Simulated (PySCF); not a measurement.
Calculated properties of `C#C[C@@H](CCl)C(=C)C`

C₇H₉Cl.
Atom-mapped SMILES: `[CH:1]#[C:2][C@@H:3]([CH2:4][Cl:5])[C:6](=[CH2:7])[CH3:8]` (hydrogens: H9 on C1; H10 on C3; H11, H12 on C4; H13, H14 on C7; H15, H16, H17 on C8)

Some functional groups and rings: alkyne, C=C double bond and C–Cl bond.

**GFN2-xTB geometry**

```
Point group of the GFN2-xTB geometry                  : C1
Rotational constants A, B, C of the GFN2-xTB geometry : 2.139, 1.269, 0.971 GHz
```

From B3LYP/def2-SVPD ground state and vertical TDDFT (core frozen in the response) (PySCF):

```
Dipole moment                                                     : 1.56 D
HOMO energy                                                       : -7.24 eV
LUMO energy                                                       : -0.35 eV
HOMO–LUMO gap                                                     : 6.89 eV
Lowest singlet excitation                                         : 6.30 eV (197 nm, f = 0.041)
Strongest line among the 8 lowest singlet transitions             : S6 at 6.91 eV (179 nm, f = 0.055)
Lowest triplet excitation (Tamm–Dancoff)                          : 4.41 eV
Static isotropic polarisability                                   : 96.2 au
Electronic spatial extent ⟨r²⟩ about the centre of nuclear charge : 1265 bohr²
```

Monoisotopic mass from the formula: 128.0393 u.

The 8 singlets span 6.30 to 7.06 eV, and their oscillator strengths add up to 0.20. The largest Löwdin shares of the HOMO are 0.36 on C7, 0.33 on C6, 0.06 on C8 and 0.04 on C2. The principal polarisabilities are 81.1, 92.3 and 115.2 au; their mean is the isotropic value. The vertical singlet–triplet gap S1 − T1 is 1.89 eV (TDDFT singlet less Tamm–Dancoff triplet; S1: HOMO→LUMO, weight 0.58, beside HOMO→LUMO+1, weight 0.32; T1: HOMO→LUMO, weight 0.71). The rotational constants make it an asymmetric top with κ = (2B − A − C)/(A − C) = -0.49, nearer the prolate limit (−1). S1 lies 0.59 eV below the HOMO–LUMO gap; its leading configuration is HOMO→LUMO, weight 0.58, beside HOMO→LUMO+1, weight 0.32.

Isolated species at its GFN2-xTB geometry (one conformer only).

The values belong to the conformer `[CH:1]#[C:2][C@@H:3]([CH2:4][Cl:5])[C:6](=[CH2:7])[CH3:8]`: C2–C3–C4–Cl5 179°, C2–C3–C6–C7 115°.
